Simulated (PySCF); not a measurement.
**Computed structure and properties of [Eu(H2O)3]3+**

System: [Eu(H2O)3]3+ (singlet in the valence; each metal's 4f electrons, 6 of them, lie in its core potential, out of spins and levels); start: displaced along the imaginary mode (D3). Method: PySCF 2.14.0, RKS PBE, Eu lcecp-1-SVP with ECP52, O def2-SVP, H def2-SVP; non-relativistic Hamiltonian with scalar-relativistic core potentials where named; density fitting; no spin-orbit coupling.

Input of the relaxation:

```python
mol = gto.M(atom='''
Eu    -0.00000     0.00000    -0.00000
O      2.31090    -0.00001     0.00000
H      2.93596    -0.25002     0.77839
H      2.93597     0.24998    -0.77839
O     -1.15544     2.00130    -0.00000
H     -1.25146     2.66763     0.77839
H     -1.68448     2.41763    -0.77839
O     -1.15546    -2.00129    -0.00000
H     -1.68450    -2.41761     0.77839
H     -1.25149    -2.66761    -0.77839''',
    basis={'Eu': 'lcecp-1-SVP', 'O': 'def2-SVP', 'H': 'def2-SVP'},
    ecp={'Eu': 'lcecp-1-SVP'},
    charge=3, spin=0)
mf = dft.RKS(mol, xc='PBE')
mf.grids.atom_grid = (50, 194)  # f atoms: unpruned, at least (60, 302)
mf = mf.density_fit()  # fitting sets: Eu AutoAux, O def2-universal-JKFIT, H def2-universal-JKFIT
mf.conv_tol = 1e-08; mf.max_cycle = 55
mf.kernel(dm0)  # dm0: converged density of the start geometry
# quasi-Newton relaxation in Cartesian coordinates to a largest gradient under 0.00045 Eh/bohr, steps kept in the point group
```

Run from Python with OMP_NUM_THREADS=2; the lines above give its settings. Where DIIS fails, smearing, a level shift and second-order steps follow.
It took 99 s on 2 threads of Arm Neoverse V2 (shared host), from the converged density of the start.

Course of the relaxation:

| step | energy above end (eV) | largest force component within the symmetry (eV/Å) |
| --- | --- | --- |
| 0 | 0.2811 | 1.078 |
| 1 | 0.1423 | 0.074 |
| 2 | 0.1329 | 0.052 |
| 3 | 0.1230 | 0.246 |
| 4 | 0.1174 | 0.304 |
| 5 | 0.0990 | 0.268 |
| 6 | 0.0757 | 0.071 |
| 7 | 0.0753 | 0.588 |
| 19 | 0.0024 | 0.030 |
| 20 | 0.0018 | 0.123 |
| 21 | 0.0010 | 0.020 |
| 22 | 0.0006 | 0.017 |
| 23 | 0.0005 | 0.102 |
| 24 | 0.0000 | 0.004 |
(The steps between are left out.)

Relaxed geometry (D3):

```xyz
10

Eu    0.0000    0.0000    0.0000
O     2.2959    0.0000    0.0000
H     2.9201   -0.7695    0.1252
H     2.9201    0.7694   -0.1252
O    -1.1479    1.9883    0.0000
H    -0.7937    2.9136    0.1252
H    -2.1264    2.1441   -0.1252
O    -1.1480   -1.9883    0.0000
H    -2.1264   -2.1441    0.1252
H    -0.7937   -2.9136   -0.1252
```

```json
{"contact": "Eu1–O2 (H2O)", "Å": "2.296"}
{"contact": "Eu1–O5 (H2O)", "Å": "2.296"}
{"contact": "Eu1–O8 (H2O)", "Å": "2.296"}
```

On the finer grid (75, 302):

```json
{"HOMO": "-23.20 eV", "LUMO": "-17.73 eV", "Dipole about the centre of mass": "0.00 D", "Set of Mulliken populations of Eu1 outside the core potential": "s 2.13, p 6.15, d 0.82, f 0.05", "D3(BJ) dispersion energy (not in the energies)": "-0.130 eV"}
```

```tsv
atom	Mulliken (e)	Löwdin (e)	spin (e)
Eu1	1.85	1.57	0.00
O2	-0.27	0.04	0.00
H3	0.33	0.22	0.00
H4	0.33	0.22	0.00
O5	-0.27	0.04	0.00
H6	0.33	0.22	0.00
H7	0.33	0.22	0.00
O8	-0.27	0.04	0.00
H9	0.33	0.22	0.00
H10	0.33	0.22	0.00
```

The 4f levels lie in the core potential and are missing. Their spin isn't counted.

On the grid (50, 194), as all that follows. Harmonic modes: a minimum within the noise of the softest modes; lowest -16 cm⁻¹ (negative: unstable), highest 3470 cm⁻¹, zero-point energy 1.924 eV.

Taking off one H2O (charge 0, singlet; the rest: singlet) in vacuum, both parts rigid, costs 3.81 eV; the small basis without counterpoise inflates it. Parting with an electron moved from the ligand to the metal can be far cheaper, even downhill.

Rigid scan of H2O along the line from its metal:

```json
{"distance to O2 (Å)": "2.00", "energy (eV)": "0.672"}
{"distance to O2 (Å)": "2.10", "energy (eV)": "0.255"}
{"distance to O2 (Å)": "2.20", "energy (eV)": "0.055"}
{"distance to O2 (Å)": "2.30", "energy (eV)": "0.000"}
{"distance to O2 (Å)": "2.40", "energy (eV)": "0.041"}
{"distance to O2 (Å)": "2.50", "energy (eV)": "0.144"}
{"distance to O2 (Å)": "2.70", "energy (eV)": "0.444"}
```

One start shape was tried, so this needn't be the lowest isomer.

An lcecp potential fixes the number of 4f electrons, so in runs with it no electron can move into or out of that shell.
